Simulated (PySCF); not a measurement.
**Sn²⁺: excitation energy**

Sn²⁺ [Kr] 4d10 5s2 (1S) → Sn²⁺ [Kr] 4d10 5s1 6s1 (3S), as a difference of total energies. All numbers are calculated (PySCF 2.14, a scalar-relativistic core potential, in aug-cc-pV5Z-PP with ECP28MDF (8s8p6d4f3g2h, 139 functions)). Correlated levels: valence: 4s2 4p6 4d10 frozen. The calculations carry no spin-orbit coupling.

```
           method  excitation energy (eV)
              UHF                  15.728
              LDA                  17.699
              PBE                  17.242
             PBE0                  16.995
           r2SCAN                  17.141
            M06-L                  17.351
              M06                  17.419
             MN15                  17.361
    MP2 (valence)                  16.338
SCS-MP2 (valence)                  16.560
```

Task: How much does correlation contribute at MP2 (valence)?

Result: 16.338 − (15.728) = 0.610 eV, measured against UHF.

The promoted electron is Rydberg-like, and one or two diffuse shells describe it only roughly, which tends to raise the upper state.
